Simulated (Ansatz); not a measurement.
A search over several starts for the lowest SCF solution of the cluster Li₅Al₅⁺ at the given spin, in a small basis.

```yaml
crystal:
  periodic: [false, false, false]
  atoms:
    - {symbol: Li, position_ang: [-2.316847, 0.517707, -2.690852]}
    - {symbol: Li, position_ang: [0.160950, -3.238833, 2.610626]}
    - {symbol: Li, position_ang: [-1.261584, 3.290779, 0.694947]}
    - {symbol: Li, position_ang: [1.655063, -2.649327, -0.960678]}
    - {symbol: Li, position_ang: [2.602311, -0.236501, 1.959117]}
    - {symbol: Al, position_ang: [0.111495, -0.519158, -1.604663]}
    - {symbol: Al, position_ang: [-0.549725, 2.229190, -1.649818]}
    - {symbol: Al, position_ang: [0.812532, 1.331494, 0.666598]}
    - {symbol: Al, position_ang: [0.331593, -1.230087, 0.904973]}
    - {symbol: Al, position_ang: [-1.545789, 0.504738, 0.069760]}
basis:
  gaussian: {orbitals: def2-SVP, initial_orbitals: start.molden}
total_charge: 1
magnetization: {spin_polarized: true, initial_magnetization: 1}
hamiltonian: {xc: pbe0, dispersion: d4}
output: {orbitals: {seedname: orbitals}}
```

The file start.molden holds the orbitals of an earlier run on this structure, at another level or in another basis.

```sh
$ ansatz run in.yaml --threads 4 --pin off --events-out ev --progress --plain --max-ram 4787MiB
```

Output, abridged:

```
Functional definition: PBE0
1435 factors; integrals over basis functions are off by at most 7.1e-4 eV
mean field evaluation 1: about -33937.2518 eV, gradient 6.1e1 eV
mean field evaluation 2: about -33953.3251 eV, gradient 2.8e1 eV
mean field evaluation 4: about -33973.5642 eV, gradient 7.3e0 eV
mean field evaluation 8: about -33975.8691 eV, gradient 3.4e-1 eV
mean field evaluation 16: about -33975.8746 eV, gradient 3.3e-5 eV
mean field evaluation 32: about -33975.8745 eV, gradient 1.8e-2 eV
mean field evaluation 64: about -33975.0661 eV, gradient 3.1e0 eV
mean field evaluation 96: about -33975.3509 eV, gradient 4.7e-1 eV
mean field -33975.87462764 eV, -1248.5903628907 hartree, gradient 1.8e-5 eV, S^2 0.792337; 10 other end points of the search recorded, 0 dependent functions left out
reference -33975.87469757 eV, -1248.5903654607 hartree; 40, 39 occupied and 95, 96 virtual orbitals, 1435 factors
Total energy: -33976.23203514 eV, -1248.6034973740 hartree
```

It took 26 s on 4 threads of Arm Neoverse V2 on a shared host, peak host memory 0.7 GiB.

Another isomer (doublet) lies 1.46 eV lower at PBE0-D4/def2-TZVP; other spin states weren't run for this one.
